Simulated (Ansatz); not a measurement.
Reaction (formal exchange of groups at a Te–C bond): `[SiH3]C(Cl)(Cl)[TeH]` + `CCC` → `CCC[TeH]` + `[SiH3]C(Cl)Cl`

Computed with Ansatz on PBE0-D4/def2-TZVP structures; ΔE is electronic, products minus reactants. CCSD(T)/CBS adds triple-zeta CCSD(T) − MP2 to the extrapolated MP2 energy (def2 sets, frozen cores). DFT in def2-TZVPP. Elements past krypton have def2 core potentials. For Te outer-core shells are correlated without core-valence functions, which leaves a few kJ/mol of doubt a bond. One conformer a species, not always the lowest.

```json
{"species": "`[SiH3]C(Cl)(Cl)[TeH]`", "ωB97X-V energy (Eh)": "-1518.24805"}
{"species": "`CCC`", "ωB97X-V energy (Eh)": "-119.14877"}
{"species": "`CCC[TeH]`", "ωB97X-V energy (Eh)": "-387.14688"}
{"species": "`[SiH3]C(Cl)Cl`", "ωB97X-V energy (Eh)": "-1250.25293"}
```

(1) Work out ΔE.

Largest T1 diagnostic among the species: 0.011.

Answers

(1) ΔE = (-387.14688) + (-1250.25293) − (-1518.24805) − (-119.14877) = -0.00299 Eh = -0.08 eV. CCSD(T)/CBS gives -0.03 eV.

In def2-TZVPP, CCSD(T) changes the Hartree–Fock value by +0.20 eV (the triples alone add +0.04 eV) and MP2 by +0.28 eV. The D4 term adds +0.10 eV with B3LYP and +0.05 eV with PBE0; it sums over pairs of atoms, weighted by their polarisabilities, and B3LYP, whose exchange is more repulsive, gets the larger term.

B3LYP here is the variant with VWN-RPA as its local correlation; programs differ in this.
